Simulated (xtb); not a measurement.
C$_{4}$H$_{10}$Cd, charge -1, doublet, geometry from GFN2-xTB (such geometries of metal compounds can be far from the true shape) (a state made from the parent by changing its charge; the spin is typed, not shown lowest); GFN2-xTB with ALPB(methanol) (xtb).

The xtb input:
```
$ xtb mol.xyz --gfn 2 --chrg -1 --uhf 1 --alpb methanol --json

# file mol.xyz
15

Cd     0.61871508     0.17385886     0.12091495
C     -1.05596693    -0.76951220     2.04049801
C     -0.76221012    -2.26703958     2.10367135
H     -2.08139918    -0.64062863     1.64384138
H     -1.08386799    -0.38373978     3.07767698
H      0.20903105    -2.45498206     2.57467417
H     -0.73439591    -2.70012617     1.09636941
H     -1.50969502    -2.84993609     2.68017020
C     -0.46840935     0.34174745    -2.36173853
C     -1.01204936     1.76751606    -2.42906994
H     -1.33083013    -0.35217598    -2.37407701
H      0.08958836     0.14494115    -3.29728625
H     -0.19526239     2.49344179    -2.51059825
H     -1.58376293     2.00790460    -1.52437936
H     -1.68591544     1.95380547    -3.29047411
```

What the program printed (banner, timings and long lists left out):

```
   ID    Z sym.   atoms
    1   48 Cd     1
    2    6 C      2, 3, 9, 10
    3    1 H      4-8, 11-15

           -------------------------------------------------
          |                Calculation Setup                |
           -------------------------------------------------

molecular fragmentation (1/2 indicates fragments):
111121112222222
# atoms in fragment 1/2:     7     8
 fragment masses (1/2) :      140.46       30.07
CMA distance (Bohr)    :   6.059
constraining FC (au)   :  0.0500

           -------------------------------------------------
          |                 G F N 2 - x T B                 |
           -------------------------------------------------

      * Solvation model:               ALPB
        Solvent                        methanol
        Parameter file                 internal GFN2-xTB/ALPB
        Dielectric constant                3.2700E+01
        Reference state                gsolv [1 M gas/solution]
        Free energy shift                  3.9449E-03 Eh       2.4755E+00 kcal/mol
        Temperature                        2.9815E+02 K
        Density                            7.9200E-01 kg/L
        Solvent mass                       3.2040E+01 g/mol
        Interaction kernel             P16
        Born radius scaling (c1)           1.6600E+00
        Born radii integrator          GBOBC
        Born offset                        0.0000E+00 a0       0.0000E+00 AA
        H-bond correction              true
        Ion screening                  false
        Surface tension                    1.0000E-05 Eh       1.5569E+01 dyn/cm
        Grid points                               230 per atom

          ...................................................
          :                      SETUP                      :
          :.................................................:
          :  # basis functions                  30          :
          :  # atomic orbitals                  30          :
          :  # shells                           20          :
          :  # electrons                        29          :
          :  max. iterations                   250          :
          :  Hamiltonian                  GFN2-xTB          :
          :  restarted?                      false          :
          :  GBSA solvation                   true          :
          :  PC potential                    false          :
          :  electronic temp.          300.0000000     K    :
          :  accuracy                    1.0000000          :
          :  -> integral cutoff          0.2500000E+02      :
          :  -> integral neglect         0.1000000E-07      :
          :  -> SCF convergence          0.1000000E-05 Eh   :
          :  -> wf. convergence          0.1000000E-03 e    :
          :  Broyden damping             0.4000000          :
          :  net charge                         -1          :
          :  unpaired electrons                  1          :
          ...................................................

 iter      E             dE          RMSdq      gap      omega  full diag
   1    -14.4491176 -0.144491E+02  0.953E+00    4.91       0.0  T
   2    -14.5457370 -0.966195E-01  0.382E+00    5.42       1.0  T
   3    -14.5452566  0.480397E-03  0.228E+00    5.27       1.0  T
   4    -14.5531776 -0.792091E-02  0.478E-01    5.61       1.0  T
   5    -14.5546389 -0.146136E-02  0.150E-01    5.54       1.0  T
   6    -14.5546394 -0.528460E-06  0.652E-02    5.54       1.0  T
   7    -14.5546515 -0.120474E-04  0.283E-02    5.53       1.0  T
   8    -14.5546601 -0.865295E-05  0.843E-03    5.54       3.1  T
   9    -14.5546608 -0.678906E-06  0.241E-03    5.54      10.7  T
  10    -14.5546608  0.456014E-08  0.181E-03    5.54      14.3  T
  11    -14.5546609 -0.466919E-07  0.328E-04    5.54      78.8  T
  12    -14.5546609 -0.114426E-08  0.415E-05    5.54     622.9  T

   *** convergence criteria satisfied after 12 iterations ***

[...]
         :: total energy             -14.374368540872 Eh    ::
[...]
        23                          0.1999453               5.4408
        24                          0.2211547               6.0179
        25                          0.2353076               6.4030
        26                          0.2562660               6.9734
       ...                                ...                  ...
        30                          0.4697182              12.7817
      -------------------------------------------------------------
                  HL-Gap            0.2034750 Eh            5.5368 eV
             Fermi-level           -0.1707145 Eh           -4.6454 eV

     #   Z          covCN         q      C6AA      α(0)
     1  48 Cd       0.655     0.090   467.571    50.739
     2   6 C        3.145    -0.221    33.577     9.480
     3   6 C        3.745    -0.053    21.595     6.629
     4   1 H        0.922    -0.106     5.796     3.765
     5   1 H        0.922    -0.099     5.516     3.673
     6   1 H        0.924    -0.009     3.216     2.805
     7   1 H        0.924    -0.017     3.373     2.872
     8   1 H        0.922    -0.040     3.867     3.075
     9   6 C        3.147    -0.221    33.573     9.479
    10   6 C        3.745    -0.053    21.594     6.629
    11   1 H        0.922    -0.107     5.797     3.765
    12   1 H        0.922    -0.098     5.505     3.669
    13   1 H        0.924    -0.009     3.218     2.805
    14   1 H        0.924    -0.017     3.369     2.871
    15   1 H        0.922    -0.040     3.863     3.074

 Mol. C6AA /au·bohr⁶  :       3889.209000
 Mol. C8AA /au·bohr⁸  :     150221.232749
 Mol. α(0) /au        :        115.330605

Wiberg/Mayer (AO) data.
largest (>0.10) Wiberg bond orders for each atom

 ---------------------------------------------------------------------------
     #   Z sym  total        # sym  WBO       # sym  WBO       # sym  WBO
 ---------------------------------------------------------------------------
     1  48 Cd   1.141 --     2 C    0.467     9 C    0.467
     2   6 C    3.527 --     3 C    1.017     5 H    0.967     4 H    0.953
                             1 Cd   0.467     9 C    0.104
     3   6 C    3.980 --     2 C    1.017     6 H    0.983     8 H    0.973
                             7 H    0.971
     4   1 H    0.989 --     2 C    0.953
     5   1 H    0.987 --     2 C    0.967
     6   1 H    0.999 --     3 C    0.983
     7   1 H    1.000 --     3 C    0.971
     8   1 H    0.995 --     3 C    0.973
     9   6 C    3.527 --    10 C    1.017    12 H    0.967    11 H    0.953
                             1 Cd   0.467     2 C    0.104
    10   6 C    3.980 --     9 C    1.017    13 H    0.982    15 H    0.973
                            14 H    0.971
    11   1 H    0.989 --     9 C    0.953
    12   1 H    0.987 --     9 C    0.967
    13   1 H    0.999 --    10 C    0.982
    14   1 H    1.000 --    10 C    0.971
    15   1 H    0.995 --    10 C    0.973
 ---------------------------------------------------------------------------

Topologies differ in total number of bonds
Writing topology from bond orders to xtbtopo.mol

molecular dipole:
                 x           y           z       tot (Debye)
 q only:        2.108       0.593       0.431
   full:        1.513       0.428       0.314       4.075
molecular quadrupole (traceless):
                xx          xy          yy          xz          yz          zz
 q only:        9.274      -2.025       8.858       2.586      10.577     -18.133
  q+dip:        8.094      -1.111       6.934       2.651       7.481     -15.028
   full:        8.156      -1.940       9.007       2.773       8.498     -17.163

           -------------------------------------------------
          | TOTAL ENERGY              -14.374368540872 Eh   |
          | GRADIENT NORM               0.008332726543 Eh/α |
          | HOMO-LUMO GAP               5.536836500069 eV   |
           -------------------------------------------------

normal termination of xtb
```
